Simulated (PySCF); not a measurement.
Cl4Te, charge -1, doublet, geometry from GFN2-xTB (a state made from the parent by changing its charge; the spin is typed, not shown lowest) (core potentials on Te); DF-SVWN5/def2-SVP run with PySCF.

PySCF was given this input:
```python
from pyscf import gto, scf, dft

mol = gto.Mole()
mol.atom = '''
    Te    0.000243   -0.005206    0.196833
    Cl    1.523600   -1.933543   -0.203646
    Cl    1.938064    1.527298   -0.112629
    Cl   -1.523972    1.941505   -0.097392
    Cl   -1.938436   -1.519337   -0.188409
'''
mol.basis = 'def2-svp'
mol.ecp = {'Te': 'def2-svp'}
mol.charge = -1
mol.spin = 1
mol.verbose = 4
mol.build()

mf = dft.UKS(mol)
mf.xc = 'lda,vwn'
mf.grids.level = 2
mf = mf.density_fit(auxbasis='def2-universal-jkfit')
mf.kernel()
```

It wrote (shortened):

```
PySCF version 2.14.0

[INPUT] verbose = 4
[INPUT] num. atoms = 5
[INPUT] num. electrons = 93
[INPUT] charge = -1
[INPUT] spin (= nelec alpha-beta = 2S) = 1
[INPUT] symmetry False subgroup None
[INPUT] Mole.unit = angstrom
[INPUT] Symbol           X                Y                Z      unit          X                Y                Z       unit  Magmom
[INPUT]  1 Te     0.000243000000  -0.005206000000   0.196833000000 AA    0.000459203448  -0.009837914204   0.371960462277 Bohr   0.0
[INPUT]  2 Cl     1.523600000000  -1.933543000000  -0.203646000000 AA    2.879186723387  -3.653866720070  -0.384835166363 Bohr   0.0
[INPUT]  3 Cl     1.938064000000   1.527298000000  -0.112629000000 AA    3.662410171879   2.886174930596  -0.212837963684 Bohr   0.0
[INPUT]  4 Cl    -1.523972000000   1.941505000000  -0.097392000000 AA   -2.879889701506   3.668912719474  -0.184044206724 Bohr   0.0
[INPUT]  5 Cl    -1.938436000000  -1.519337000000  -0.188409000000 AA   -3.663113149997  -2.871130820918  -0.356041409403 Bohr   0.0

nuclear repulsion = 584.323462438126
number of shells = 42
number of NR pGTOs = 205
number of NR cGTOs = 98
basis = def2-svp
ecp = {'Te': 'def2-svp'}

******** <class 'pyscf.df.df_jk.DFUKS'> ********
method = DFUKS
initial guess = minao
damping factor = 0
level_shift factor = 0
DIIS = <class 'pyscf.scf.diis.CDIIS'>
diis_start_cycle = 1
diis_space = 8
diis_damp = 0
SCF conv_tol = 1e-09
SCF conv_tol_grad = None
SCF max_cycles = 50
direct_scf = False
number electrons alpha = 47  beta = 46
XC library pyscf.dft.libxc version 7.1.2
    S. Lehtola, C. Steigemann, M. J. T. Oliveira, and M. A. L. Marques,  SoftwareX 7, 1–5 (2018)
XC functionals = lda,vwn
    P. A. M. Dirac,  Math. Proc. Cambridge Philos. Soc. 26, 376 (1930)
    F. Bloch,  Z. Phys. 57, 545 (1929)
    S. H. Vosko, L. Wilk, and M. Nusair,  Can. J. Phys. 58, 1200 (1980)
radial grids:
    Treutler-Ahlrichs [JCP 102, 346 (1995); DOI:10.1063/1.469408] (M4) radial grids

becke partition: Becke, JCP 88, 2547 (1988); DOI:10.1063/1.454033
pruning grids: <function nwchem_prune>
grids dens level: 2
symmetrized grids: False
atomic radii adjust function: <function treutler_atomic_radii_adjust>
small_rho_cutoff = 0
Set gradient conv threshold to 3.16228e-05
tot grids = 61032
init E= -2074.65272600583

cycle= 1 E= -2098.36582900251  delta_E= -23.7  |g|= 2.73  |ddm|= 6.77

cycle= 2 E= -2095.61925134583  delta_E= 2.75  |g|= 3.73  |ddm|= 8.68
cycle= 3 E= -2101.93487115349  delta_E= -6.32  |g|= 0.424  |ddm|= 6.15
cycle= 4 E= -2102.00117192992  delta_E= -0.0663  |g|= 0.359  |ddm|= 1.43
cycle= 5 E= -2102.09538705333  delta_E= -0.0942  |g|= 0.0463  |ddm|= 0.553
cycle= 6 E= -2102.09632725141  delta_E= -0.00094  |g|= 0.0115  |ddm|= 0.094
cycle= 7 E= -2102.09641060335  delta_E= -8.34e-05  |g|= 0.00275  |ddm|= 0.019
cycle= 8 E= -2102.09641521697  delta_E= -4.61e-06  |g|= 0.000334  |ddm|= 0.00447
cycle= 9 E= -2102.09641519217  delta_E= 2.48e-08  |g|= 0.000377  |ddm|= 0.00118
cycle= 10 E= -2102.09641529914  delta_E= -1.07e-07  |g|= 6.49e-05  |ddm|= 0.000763
cycle= 11 E= -2102.09641530209  delta_E= -2.94e-09  |g|= 9.31e-06  |ddm|= 0.000113
cycle= 12 E= -2102.09641530214  delta_E= -5.64e-11  |g|= 7.13e-07  |ddm|= 1.6e-05
Extra cycle  E= -2102.09641530214  delta_E= 1.82e-12  |g|= 1.27e-06  |ddm|= 3.47e-06
converged SCF energy = -2102.09641530214  <S^2> = 0.75045282  2S+1 = 2.0004528
```
